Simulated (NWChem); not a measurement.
**Basis-set dependence for C$_{2}$HF$_{2}$**

SMILES: [CH]=C(F)F
```xyz
5

C      0.5880    -1.2994     0.0000
C      0.0660    -0.0962     0.0000
F      0.7557     1.0182     0.0000
F     -1.2228     0.1719     0.0000
H      0.2795    -2.3377     0.0000
```
Charge 0, spin multiplicity 2.

Program: NWChem. Structure: optimised with UPBE0/def2-SVP, a minimum by its harmonic frequencies.

Hartree-Fock energies in Ha, correlation energies in mHa.

The correlated methods keep 4 core orbitals frozen. The Pople sets run with spherical d functions. The structure started from a generated list of species. The unpaired electrons of the parent sit in orbitals of symmetry a' (Cs labels of the run); other states weren't searched. The stability of the SCF solutions was not checked. Open-shell Hartree-Fock references start from PBE0 orbitals. No row is a measurement; the coupled-cluster row has its own basis-set and correlation limits.

```tsv
basis	functions	UHF	CCSD on ROHF	CCSD[T] on ROHF	CCSD(T) on ROHF
6-31G*	58	-275.08432	-581.4	-599.6	-597.7
cc-pVDZ	61	-275.10496	-624.7	-642.2	-640.8
cc-pVTZ	134	-275.19529	not run	not run	not run
```
